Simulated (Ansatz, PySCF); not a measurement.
Gas-phase reaction (SMILES): N[Si](Br)(Br)Br + N (NH3) → N[Si](N)(Br)Br + Br (HBr); ammonia cleaves one Si-Br bond, a model of a ligand-exchange step.

Structures are relaxed separately at B3LYP-D3(BJ)/def2-TZVP in Ansatz (an electronic-structure program), one conformer each, not searched for the lowest. Valence correlation only, unless marked. No spin-orbit coupling. Frozen are the shells of the preceding noble gas and the d and f shells that filled before the atom's block. Non-relativistic. Basis-set limits of correlation are two-point, X^-3; Hartree-Fock from the larger set. [CCSD(T)-MP2]/basis is that difference in the basis named. Thermal terms are rigid-rotor harmonic-oscillator values from B3LYP-D3(BJ) frequencies (Ansatz or PySCF) at 298.15 K and 1 atm. 1 Eh = 627.5095 kcal/mol.

```csv
species,"E, RI-MP2/CBS(def2-TZVPPD,def2-QZVPPD)+[CCSD(T)-MP2]/def2-TZVPPD (Ansatz) (Eh)","E, PBE-D3(BJ)/def2-TZVPD (Ansatz + dftd3) (Eh)",H - E (Eh)
N[Si](Br)(Br)Br,-8063.21271,-8066.77467,0.03882
N (NH3),-56.50761,-56.51114,0.03799
N[Si](N)(Br)Br,-5546.43223,-5548.90850,0.06450
Br (HBr),-2573.28273,-2574.36932,0.00927
```

Problem. Work out ΔE and ΔH at 298.15 K at the first level, then ΔH at the second.

Solution. 
1. ΔE = [(-5546.43223) + (-2573.28273)] - [(-8063.21271) + (-56.50761)] = 0.00536 Eh = 3.4 kcal/mol at RI-MP2/CBS(def2-TZVPPD,def2-QZVPPD)+[CCSD(T)-MP2]/def2-TZVPPD.
2. The terms H - E add up to -0.00304 Eh, so ΔH = (0.00536 + (-0.00304))×627.5095 = 1.5 kcal/mol.
3. At PBE-D3(BJ)/def2-TZVPD the same steps give ΔE = 5.0 and ΔH = 3.1 kcal/mol, a shift of +1.6 from the first level.
4. These values are not checked against measurement here, since the tables used lack a sound gas-phase enthalpy of formation for at least one species.
